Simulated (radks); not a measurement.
Results of a calculation; reference values are marked as such.
Task: The boron ion B4+, 1s1. Code: a radial shooting solver on a logarithmic mesh with Libxc functionals. Model: non-relativistic Kohn-Sham, exchange-only LDA, spin-polarised, spherical densities, point nucleus. Every spin shell is full or empty, so the densities are truly spherical. Functionals are evaluated on that one density, not self-consistently. Rank these orbital-free kinetic functionals by their error against the exact value of the orbitals, and give that value: Thomas-Fermi, von Weizsacker, TF + vW/9, TF + vW/5, LC94, APBEK, revAPBEK, Perdew 92, Thakkar, Pearson, LKT, PG1, DePristo-Kress, Ernzerhof.

Result: Exact: 12.2792 hartree. From best to worst, with 100 (|E| - |E exact|)/|E exact| (equal figures are ties): von Weizsacker 0.00, APBEK +2.08, LC94 +2.24, Pearson -2.34, Thakkar +2.43, TF + vW/9 +2.74, Perdew 92 +2.76, DePristo-Kress +2.91, revAPBEK +2.97, Ernzerhof +6.66, Thomas-Fermi -8.37, TF + vW/5 +11.63, PG1 +55.25, LKT +62.58.
